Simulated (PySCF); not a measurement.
# Field gradients at the hydrogen positions

C₃H₁₂Si₄.
Geometry (GFN2-xTB, Å), atoms numbered from 1 in this order:
```
atom  x, y, z in Å
C1     3.593    0.372    0.177
C2     2.705   -0.293   -0.289
Si3    1.296   -1.291   -0.957
Si4   -0.668   -0.813    0.218
Si5   -2.417   -2.204   -0.416
Si6   -1.172    1.464    0.184
C7     0.264    2.460    0.927
H8     4.378    0.949    0.575
H9     1.752   -2.687   -0.894
H10    1.207   -0.926   -2.380
H11   -0.360   -1.162    1.629
H12   -2.774   -1.982   -1.819
H13   -2.089   -3.627   -0.297
H14   -3.639   -1.996    0.363
H15   -2.396    1.821    0.918
H16   -1.383    1.942   -1.192
H17    0.421    2.197    1.969
H18    0.084    3.530    0.881
H19    1.190    2.255    0.396
```

Level: PBE0/pcSseg-1 (PySCF, non-relativistic); Q(2H) = 0.00286 b; rigid geometry, the same for H and D, with no vibrational averaging.

Question: Rank these positions by the coupling χzz of a deuteron there, largest first.
A. H19 (methyl hydrogen)
B. H11 (Si–H hydrogen)
C. H14 (Si–H hydrogen)
D. H8 (alkyne hydrogen)
E. H18 (methyl hydrogen)
F. H9 (Si–H hydrogen)

Answer: D (259 kHz), E (218 kHz), A (214 kHz), C (111 kHz), F (106 kHz), B (102 kHz).

Question: Give the electric field gradient Vzz (the principal value of largest size), its asymmetry and the 2H coupling at each hydrogen.

Answer: 
```
atom  bonded to  bond length (Å)  Vzz (au)     η  χzz (kHz)
  H8         C1            1.053    0.3861  0.00        259
  H9        Si3            1.470    0.1584  0.02        106
 H10        Si3            1.471    0.1574  0.02        106
 H11        Si4            1.486    0.1524  0.00        102
 H12        Si5            1.465    0.1636  0.00        110
 H13        Si5            1.465    0.1638  0.01        110
 H14        Si5            1.464    0.1648  0.00        111
 H15        Si6            1.471    0.1591  0.01        107
 H16        Si6            1.471    0.1589  0.01        107
 H17         C7            1.086    0.3239  0.01        218
 H18         C7            1.086    0.3250  0.01        218
 H19         C7            1.087    0.3187  0.01        214
```

Question: Average by the element that carries the hydrogen.

Answer: on C: 227 kHz over 4 positions, mean bond length 1.078 Å; on Si: 107 kHz over 8 positions, mean bond length 1.470 Å.

Question: How does χzz go with the bond length over the 8 Si–H bonds?

Answer: A straight-line fit has a slope of -3.8 kHz for each 0.01 Å, with a correlation coefficient of -0.95, over lengths from 1.464 to 1.486 Å. The longer bonds have the smaller couplings here.

Question: A static deuteron (I = 1) shows a doublet split by (3/2)χ, (3/4)χ(1 + η) and (3/4)χ(1 − η) with the field along z, y and x of the gradient. What are these for H19?

Answer: With |χ| = 214.2 kHz and η = 0.007: 321, 162 and 160 kHz, to first order and without motion.

One conformer (not necessarily the lowest) at the GFN2-xTB geometry, without solvent, vibrations or thermal averaging. GFN2-xTB bond lengths can be off by several hundredths of an ångström, more for odd bonds, and the gradients follow them. The basis is small and wasn't made for field gradients, so the couplings can be 20 % off.
